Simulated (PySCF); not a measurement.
Molfile (atoms numbered from 1):
```
C3H12AlAs
     RDKit          3D

 17 16  0  0  0  0  0  0  0  0999 V2000
   -1.5753   -0.9911    0.2686 C   0  0  0  0  0  0  0  0  0  0  0  0
   -1.6443    0.5250    0.3659 C   0  0  0  0  0  0  0  0  0  0  0  0
   -0.6015    1.2616   -0.4670 C   0  0  0  0  0  0  0  0  0  0  0  0
    1.2470    0.9310    0.0972 As  0  0  0  0  0  4  0  0  0  0  0  0
    2.3552   -1.3973   -0.2308 Al  0  0  0  0  0  4  0  0  0  0  0  0
   -2.3799   -1.4587    0.8548 H   0  0  0  0  0  0  0  0  0  0  0  0
   -1.6797   -1.3287   -0.7745 H   0  0  0  0  0  0  0  0  0  0  0  0
   -0.6216   -1.3920    0.6483 H   0  0  0  0  0  0  0  0  0  0  0  0
   -1.5648    0.8407    1.4209 H   0  0  0  0  0  0  0  0  0  0  0  0
   -2.6368    0.8703    0.0289 H   0  0  0  0  0  0  0  0  0  0  0  0
   -0.6459    0.9455   -1.5219 H   0  0  0  0  0  0  0  0  0  0  0  0
   -0.7623    2.3491   -0.4377 H   0  0  0  0  0  0  0  0  0  0  0  0
    1.2327    1.5631    1.4723 H   0  0  0  0  0  0  0  0  0  0  0  0
    1.9476    2.0578   -0.6266 H   0  0  0  0  0  0  0  0  0  0  0  0
    1.7660   -1.6330   -1.7062 H   0  0  0  0  0  0  0  0  0  0  0  0
    3.8845   -0.9420   -0.0871 H   0  0  0  0  0  0  0  0  0  0  0  0
    1.6718   -2.1891    0.9836 H   0  0  0  0  0  0  0  0  0  0  0  0
  1  2  1  0
  2  3  1  0
  3  4  1  0
  4  5  1  0
  1  6  1  0
  1  7  1  0
  1  8  1  0
  2  9  1  0
  2 10  1  0
  3 11  1  0
  3 12  1  0
  4 13  1  0
  4 14  1  0
  5 15  1  0
  5 16  1  0
  5 17  1  0
M  CHG  2   4   1   5  -1
M  END
```

Geometry: PBE0-D3(BJ)/def2-SVP; GIAO shifts from PySCF 2.14.0 with density-fitted response routines, gas phase, non-relativistic, averaged over equivalent atoms.

At PBE0/pcSseg-1 (176 basis functions, 24 s wall time on 1 thread of an Arm Neoverse V1, shared host):
```json
{"atoms": "C2", "δ (ppm)": "23.9"}
{"atoms": "C3", "δ (ppm)": "22.5"}
{"atoms": "C1", "δ (ppm)": "16.0"}
{"atoms": "As4", "δ (ppm)": "324.6"}
{"atoms": "Al5", "δ (ppm)": "44.3"}
{"atoms": "H15/H16/H17", "δ (ppm)": "4.02"}
{"atoms": "H13/H14", "δ (ppm)": "3.85"}
{"atoms": "H11/H12", "δ (ppm)": "1.85"}
{"atoms": "H9/H10", "δ (ppm)": "1.55"}
{"atoms": "H6/H7/H8", "δ (ppm)": "1.28"}
```

Scale: TMS for $^{13}$C (184.41 ppm) and $^{1}$H (31.27 ppm); $^{75}$As (1910.42 ppm) against AsH3; AlH4- for $^{27}$Al (489.28 ppm) (reference shieldings calculated alike).

Question: Predict the values at mPW1PW91/pcSseg-1 on the same geometry.

Answer: 
```
      atoms  δ at mPW1PW91/pcSseg-1  change
         C2                    23.9    +0.0
         C3                    22.6    +0.1
         C1                    16.1    +0.1
        As4                   321.3    -3.3
        Al5                    43.5    -0.8
H15/H16/H17                    3.98   -0.04
    H13/H14                    3.83   -0.02
    H11/H12                    1.85   +0.00
     H9/H10                    1.54   -0.01
   H6/H7/H8                    1.28   +0.00
```

Shifts are taken against calculated references (same method and geometry level): TMS for $^{13}$C (σ = 183.54 ppm), $^{1}$H (σ = 31.32 ppm); $^{75}$As (σ = 1897.45 ppm) vs AsH3; AlH4- for $^{27}$Al (σ = 487.97 ppm).

The largest change is at As4 (arsenic bonded to C, Al, 2 H). Cost: 176 basis functions, 23 s wall time on 1 thread of an Arm Neoverse V1, shared host. The order of the carbon signals is the same at both levels.

Relativistic effects, spin–orbit coupling among them, are left out; they matter for As and for the light atoms bonded to it.
